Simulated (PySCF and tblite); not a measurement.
Values are calculated unless marked as measured or tabulated.
5 regioisomers of C₄H₈GeSSi:

```tsv
isomer	SMILES
A	[SiH3:1][c:2]1[cH:3][cH:4][c:5]([GeH3:6])[s:7]1
B	[SiH3:1][c:2]1[cH:3][c:4]([GeH3:5])[cH:6][s:7]1
C	[SiH3:1][c:2]1[cH:3][s:4][cH:5][c:6]1[GeH3:7]
D	[SiH3:1][c:2]1[cH:3][cH:4][s:5][c:6]1[GeH3:7]
E	[SiH3:1][c:2]1[cH:3][s:4][c:5]([GeH3:6])[cH:7]1
```

Each isomer is a Boltzmann average at 298.15 K over at most 3 conformers: GFN2-xTB geometries, energies B3LYP/pcSseg-1 (IEF-PCM, dichloromethane) (D3(BJ) added where defined), GFN2-xTB thermal terms. Programs: PySCF with density fitting and tblite.

(1) Rank the isomers by free energy at 298.15 K.

Results:

(1) 
| isomer | ΔG (kcal/mol) | ΔE, lowest conformer | conformers | largest weight % | rms dipole (D) |
| --- | --- | --- | --- | --- | --- |
| A | 0.0 | 0.0 | 1 | 100 | 1.01 |
| B | 0.5 | 0.8 | 1 | 100 | 0.27 |
| E | 1.2 | 1.4 | 1 | 100 | 0.35 |
| D | 1.7 | 1.9 | 1 | 100 | 0.76 |
| C | 2.0 | 2.2 | 1 | 100 | 0.50 |
